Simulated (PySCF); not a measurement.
Electron correlation in P⁺ (phosphorus, charge +1)

[Ne] 3s1 3p3, high-spin 5S determinant (an excited configuration). Calculation: PySCF 2.14, in aug-cc-pVDZ-DK (5s4p2d, 27 functions); the spin-free X2C one-electron Hamiltonian (Gaussian nucleus). Frozen: [Ne]; 4 electrons correlated.

```tsv
level	correlation energy (mhartree)
CCSD	-24.50
(T)	-0.09
CCSD(T)	-24.59
CCSDT	-24.62
FCI	-24.62
```

Diagnostics: T1 = 0.0014, D1 = 0.0024, largest double amplitude 0.042, weight of the Hartree-Fock determinant in FCI 0.9828 (7315 determinants).

Is a single reference adequate?

Yes: T1 lies below 0.03 and no double amplitude reaches 0.07.
